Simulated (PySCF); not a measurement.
**PI: from constants to spectrum**

UHF-CCSD(T) constants of PI, ³Σ⁻ (triplet), unpaired electrons π ↑↑ (PySCF, scalar-relativistic core potentials, basis sets P def2-TZVPP, I def2-TZVPP with ECP28; masses 30.9738 and 126.9045 u):

* ωe: 365.4 cm⁻¹
* ωexe: 1.3 cm⁻¹
* Be: 0.11846 cm⁻¹
* αe: 0.000578 cm⁻¹
* De to P + I: 2.18 eV

Question: What force constant and bond length do these constants imply?

Answer: Reduced mass μred = 24.897 u; k = 5.8918×10⁻⁷·μred·ωe² (u, cm⁻¹, mdyn/Å) = 1.96 mdyn/Å; Re = √(16.8576/(μred·Be)) (u, cm⁻¹, Å) = 2.391 Å.

Question: Estimate the centrifugal constant D from the Kratzer relation and find the Dunham coefficient a1.

Answer: D = 4Be³/ωe² = 4.98e-08 cm⁻¹; a1 = −1 − αeωe/(6Be²) = -3.51.

Correlated steps freeze 9 core orbitals. Spin–orbit coupling is left out, which matters for elements this heavy, above all for dissociation energies. The state is the lowest determinant that a PBE0 search found; another state may lie lower at other levels.
